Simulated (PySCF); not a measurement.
C5H8BNS.
Atom-mapped SMILES: `[CH3:1][c:2]1[cH:3][cH:4][c:5]([BH:6][NH2:7])[s:8]1` (hydrogens: H9, H10, H11 on C1; H12 on C3; H13 on C4; H14 on B6; H15, H16 on N7)

The calculation used PySCF 2.14.0, density-fitted response routines, TDDFT CAM-B3LYP/def2-SVPD, vertical, gas phase, core orbitals frozen in the response. The structure is a single PBE0-D3(BJ)/def2-SVP conformer in the gas phase; no vibrational or solvent corrections. Torsions of this conformer, `[CH3:1][c:2]1[cH:3][cH:4][c:5]([BH:6][NH2:7])[s:8]1`: C4–C5–B6–N7 -179°, H–N7–B6–C5 0°, H–N7–B6–C5 180°.

```json
{"state": "S1", "λ (nm)": "250.0", "E (eV)": "4.96", "f": "0.281", "main configurations (H = HOMO, L = LUMO)": "H→L (94%)"}
{"state": "S2", "λ (nm)": "231.0", "E (eV)": "5.37", "f": "0.072", "main configurations (H = HOMO, L = LUMO)": "H-1→L (88%)"}
{"state": "S3", "λ (nm)": "204.5", "E (eV)": "6.06", "f": "0.0006", "main configurations (H = HOMO, L = LUMO)": "H→L+2 (67%), H→L+4 (17%)"}
{"state": "S4", "λ (nm)": "200.4", "E (eV)": "6.19", "f": "0.0004", "main configurations (H = HOMO, L = LUMO)": "H→L+1 (85%)"}
{"state": "S5", "λ (nm)": "195.3", "E (eV)": "6.35", "f": "0.0002", "main configurations (H = HOMO, L = LUMO)": "H-1→L+2 (51%), H-1→L+4 (26%)"}
{"state": "S6", "λ (nm)": "185.5", "E (eV)": "6.68", "f": "0.0036", "main configurations (H = HOMO, L = LUMO)": "H-3→L (92%)"}
```

The lowest singlet comes at 250 nm (479 kJ/mol) in the ultraviolet; it is strong; its leading configuration is HOMO→LUMO (94%). The lowest level is also the most intense of those listed (f = 0.281). Löwdin shares by element: HOMO carbon 74% or more (atoms not listed hold the other 26%); LUMO carbon 47% or more, sulfur 15% (atoms not listed hold the other 38%). The oscillator strengths of these states sum to 0.358; summed over the whole spectrum of an exact calculation they would give the number of electrons, 66 (Thomas–Reiche–Kuhn). Weighted by f, the mean energy of these states is 5.06 eV. Of the 6 states listed, 2 reach f = 0.01 and 2 stay under 0.0005. Singlets were solved by full linear response.
